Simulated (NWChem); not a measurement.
CH7BO2Si; SMILES B(O[SiH3])(O)C

```xyz
12

B      0.0341     0.9385     0.0007
C     -0.8462     2.2498    -0.0007
H     -1.9208     2.0230     0.0072
H     -0.6344     2.8680    -0.8896
H     -0.6232     2.8792     0.8774
O      1.4001     0.9698     0.0003
H      1.7538     1.8630    -0.0008
O     -0.5647    -0.2860     0.0018
Si    -0.0435    -1.8738    -0.0005
H      1.4436    -1.9801    -0.0277
H     -0.6159    -2.5452    -1.2028
H     -0.5711    -2.5362     1.2272
```
Atoms are numbered in this order, from 1.

All runs: NWChem. Pople sets run with spherical d functions. Coordinates come from a PBE0/def2-SVP optimisation. Not confirmed as a minimum by frequencies. Total energies compare along this basis series because the functional is fixed.

```
level            basis functions  energy (Ha)  highest occupied level (eV)  orbital gap (eV)  dipole (D)
---------------  ---------------  -----------  ---------------------------  ----------------  ----------
TPSS/STO-3G                   36    -501.0847                          [?]               [?]         [?]
TPSS/3-21G                    63    -504.5728                        -6.83              7.37        1.64
TPSS/6-31G*                   88    -507.2759                        -7.11              7.25        1.58
TPSS/6-31+G*                 108    -507.2894                        -7.39              6.66        1.57
TPSS/6-311G**                140    -507.3767                        -7.30              7.10        1.48
TPSS/6-311++G**              167    -507.3827                        -7.42              6.66        1.48
```

Question: What belongs in the gaps?

Answer: 
- TPSS/STO-3G, highest occupied level (eV): -3.35
- TPSS/STO-3G, orbital gap (eV): 7.55
- TPSS/STO-3G, dipole (D): 0.91
